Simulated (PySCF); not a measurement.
Geometry:
```csv
atom,x (Å),y (Å),z (Å)
B1,0.056,0.062,0.003
C2,1.625,0.037,-0.043
H3,1.983,0.134,1.000
H4,2.040,0.899,-0.588
H5,2.048,-0.895,-0.443
C6,-0.770,1.398,0.023
H7,-0.878,1.723,-1.029
H8,-0.236,2.212,0.538
H9,-1.783,1.294,0.436
N10,-0.650,-1.180,0.025
C11,-1.260,-2.206,0.049
S12,-2.060,-3.562,0.080
```

All values are calculated (PySCF): shielding tensors at B3LYP/pcSseg-1 (GIAO), PBE0-D3(BJ)/def2-SVP structure. Gas phase, fast rotation and ring inversion assumed for equivalent nuclei, one computed conformer, relativity neglected.

References, each an isolated molecule treated in the same way: TMS for $^{13}$C (σref 179.24) and $^{1}$H (σref 31.38); BF3·OEt2 for $^{11}$B (σref 97.83); NH3 for $^{15}$N (σref 263.54); $^{33}$S (σref 485.41) against CS2.

| atoms | nucleus | count | δ (ppm) |
| --- | --- | --- | --- |
| C2/C6 | $^{13}$C | 2 | ? |
| H3/H4/H5/H7/H8/H9 | $^{1}$H | 6 | 0.71 |
| B1 | $^{11}$B | 1 | 57.2 |
| N10 | $^{15}$N | 1 | ? |
| C11 | $^{13}$C | 1 | 157.6 |
| S12 | $^{33}$S | 1 | -135 |

Complete the table.

## Answers


- C2/C6: 12.4 ppm, carbon bonded to B, 3 H
- N10: 161.3 ppm, nitrogen bonded to C, B

A carbon bonded to boron is broadened by the quadrupolar boron nucleus and is often missing from a measured spectrum. Shifts are as computed. Against solution values, carbons near 30 ppm lie about +2 ppm off and those near 130 ppm about +6 ppm. Of 1309 compounds with measured shifts, 239 miss one by over three times the rms of a fit or turn the order of signals round; such compounds aren't used in these exercises. Experimental scales use liquid or dissolved standards, which lie at an offset from isolated NH3 (liquid NH3: subtract about 20 ppm). Unscaled 15N shifts of sp2 nitrogen come out 20 to 40 ppm too high even then.
